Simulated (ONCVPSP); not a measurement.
**Reading a pseudo-wave (Cu (Z = 29))**

Columns: radius, all-electron u(r) and pseudo u(r) of the 3s shell (level -118.79 eV) of copper in the configuration [Ne] 3s2 3p6 3d10 4s0.5; PBE, scalar-relativistic, ONCV scheme, ONCVPSP 4.0.1.

```
r (bohr)  all-electron  pseudo
   0.075       -0.0978  0.0910
   0.150       -0.6949  0.2178
   0.225       -0.4711  0.3985
   0.300        0.0959  0.6247
   0.375        0.6436  0.8646
   0.450        1.0336  1.0766
   0.525        1.2482  1.2244
   0.600        1.3218  1.2912
   0.675        1.2965  1.2785
   0.750        1.2114  1.2048
   0.825        1.0951  1.0937
   0.900        0.9669  0.9667
   0.975        0.8392  0.8390
   1.050        0.7189  0.7188
   1.125        0.6098  0.6097
   1.200        0.5132  0.5131
   1.275        0.4293  0.4292
   1.350        0.3572  0.3571
   1.425        0.2960  0.2960
   1.500        0.2445  0.2444
   1.575        0.2014  0.2013
   1.650        0.1654  0.1654
   1.725        0.1356  0.1356
   1.800        0.1110  0.1110
   1.875        0.0907  0.0907
   1.950        0.0740  0.0740
```

Question: How many radial nodes do the two functions have?

Answer: The all-electron 3s function has n − l − 1 = 2 (the table is too coarse to show those close to the nucleus); the pseudo-wave has 0, since the states of the same l below it are removed with the core.

Question: At about which radius was the pseudo-wave matched?

Answer: 0.95 bohr, where the columns begin to agree (steps of 0.07 bohr).

Question: Where does each function peak?

Answer: Outermost all-electron maximum near 0.60 bohr, pseudo maximum near 0.60 bohr (to the table’s step).

Question: Is the pseudo-wave norm-conserving?

Answer: Yes: the ONCV scheme keeps the norm inside the radius equal to the all-electron one, which fixes the energy derivative of the logarithmic derivative at the level.
